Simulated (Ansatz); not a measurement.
The cluster ZnCl₂⁻ was relaxed with r2SCAN-D4 (def2-TZVPD) in Ansatz in these states: charge -1 doublet, charge -1 quartet. The geometries follow in no particular order.

A:

Cartesian coordinates in Å:
```
Zn -0.133 -0.687 1.175
Cl -1.066 -0.199 -1.033
Cl 1.199 0.886 -0.142
```

B:

```xyz
3

Zn   -0.5197    0.3337   -0.5110
Cl    0.5310    1.5488    1.0997
Cl   -0.0113   -1.8825   -0.5887
```

**Question.** Judge from the bond lengths which geometry belongs to which state (an estimate).

**Answer.** A is the charge -1 quartet (Zn1–Cl2 2.446 Å, Zn1–Cl3 2.446 Å); B is the charge -1 doublet (Zn1–Cl2 2.275 Å, Zn1–Cl3 2.275 Å).

At r2SCAN-D4/def2-TZVPD the highest occupied level of the charge -1 quartet lies above zero (up to 1.73 eV). It is a level of α spin, whose loss leaves a triplet; that state wasn't run at this geometry and level. The electron is either unbound and held by the finite basis, or the level is raised by self-interaction error. At r2SCAN-D4/def2-TZVPD the highest occupied level of the charge -1 doublet lies above zero (up to 0.15 eV). By energy differences its removal costs 2.42 eV (vertical, to the charge 0 singlet, at r2SCAN-D4/def2-TZVPD); a positive level beside a positive removal energy at the same level points to self-interaction error. At PBE0-D4/def2-TZVPD a doublet lies 4.80 eV below the charge -1 quartet. In the quartet, Cl2 and Cl3 lie 2.66 Å apart (atoms count from 1), so these atoms are partly bonded to each other. These are the stationary points nearest to one start from a short search; other shapes may lie lower in each state.
